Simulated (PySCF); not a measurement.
# Ni: excitation energy

Ni [Ar] 3d8 4s2 (3F) → Ni [Ar] 3d9 4s1 (3D), as a difference of total energies. All numbers are calculated (PySCF 2.14, the spin-free X2C one-electron Hamiltonian (Gaussian nucleus), in x2c-TZVPPall (6s5p4d2f1g, 64 functions)). Correlated levels: valence: [Ar] frozen; valence and next inner shell: [Ne] frozen. The calculations carry no spin-orbit coupling.

```json
{"method": "UHF", "excitation energy (eV)": "1.749"}
{"method": "LDA", "excitation energy (eV)": "-0.858"}
{"method": "PBE", "excitation energy (eV)": "-0.528"}
{"method": "PBE0", "excitation energy (eV)": "-0.044"}
{"method": "r2SCAN", "excitation energy (eV)": "0.131"}
{"method": "MN15", "excitation energy (eV)": "-1.064"}
{"method": "B2PLYP", "excitation energy (eV)": "-0.044"}
{"method": "BP86", "excitation energy (eV)": "-0.515"}
{"method": "HSE06", "excitation energy (eV)": "-0.020"}
{"method": "MP2 (valence)", "excitation energy (eV)": "-0.428"}
{"method": "SCS-MP2 (valence)", "excitation energy (eV)": "-0.055"}
{"method": "MP2 (valence and next inner shell)", "excitation energy (eV)": "-1.014"}
{"method": "SCS-MP2 (valence and next inner shell)", "excitation energy (eV)": "-0.502"}
```

Problem. How much does correlation contribute at MP2 (valence and next inner shell)?

Solution. -1.014 − (1.749) = -2.763 eV, measured against UHF.

A first-order spin-orbit estimate (lowest level to lowest level, LS coupling) adds 0.049 eV.
